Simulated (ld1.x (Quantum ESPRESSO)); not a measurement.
Logarithmic derivatives: oxygen, PAW

* Element: O
* Generator: ld1.x (Quantum ESPRESSO) 7.5
* Type: PAW
* Functional: LDA (PZ)
* Relativity: scalar-relativistic
* Frozen core: [He]
* Valence charge: 6
* Reference configuration: 2s2 2p4
* Partial waves: 2s (bound): rcut 0.50, rcutus 0.65 bohr; 2s channel at -0.1 Ry: rcut 0.50, rcutus 0.65 bohr; 2p (bound): rcut 1.00, rcutus 1.50 bohr; 2p channel at 0.9 Ry: rcut 1.00, rcutus 1.50 bohr; 3d channel at -0.15 Ry: rcut 0.75, rcutus 1.00 bohr; 3d channel at 1.65 Ry: rcut 0.75, rcutus 1.00 bohr
* Local potential: all-electron potential smoothed inside 0.55 bohr (lloc = -1)
* Core correction: Bessel-smoothed model core, default radius (core density twice the valence density)
* Augmentation charge: PSQ, inside the norm-conserving radii

The phase is arctan(r·u′/u) with u = r·R(r), unwrapped; energies in Ry, scanned from -4 to 5 Ry. A pole is an energy at which the radial function vanishes at the test radius. The pseudo phase is shifted by a multiple of π to meet the all-electron one at the reference energy, and phase errors are pseudo minus all-electron; the curves can meet again beyond the range given. Levels narrower than the energy grid can be missing from the lists of poles.

**Question.** For each channel, where are the poles, and over which energies does the pseudopotential scatter like the atom?

**Answer.**

| channel | radius (bohr) | reference energy (Ry) | poles, all-electron | poles, pseudo | unbroken range about the reference energy with phases within 0.05 rad | phase error 1 Ry above the reference energy (rad) |
| --- | --- | --- | --- | --- | --- | --- |
| s | 1.65 | -1.75 | -0.51 | -0.51 | the whole range | +0.000 |
| p | 1.65 | -0.68 | 0.48 | 0.48 | the whole range | +0.000 |
| d | 1.65 | -0.15 | none | none | the whole range | +0.000 |

The ghost test of this file was not conclusive. Its overlap operator is not positive definite in a basis up to 400 Ry (lowest eigenvalue d -16.60), so the file is unfit for use: the generalised eigenproblem breaks down once the basis is large enough, and its test numbers describe a broken file.

Phases in the s channel:

```csv
E (Ry),all-electron,pseudo
-4.00,1.126,1.126
-3.52,1.036,1.036
-3.04,0.866,0.866
-2.56,0.459,0.459
-2.08,-0.474,-0.474
-1.60,-1.155,-1.155
-1.12,-1.418,-1.418
-0.64,-1.546,-1.546
-0.16,-1.625,-1.625
0.32,-1.682,-1.682
0.80,-1.730,-1.730
1.28,-1.773,-1.773
1.76,-1.817,-1.817
2.24,-1.865,-1.865
2.72,-1.921,-1.920
3.20,-1.989,-1.989
3.68,-2.081,-2.079
4.16,-2.210,-2.208
4.64,-2.405,-2.401
```
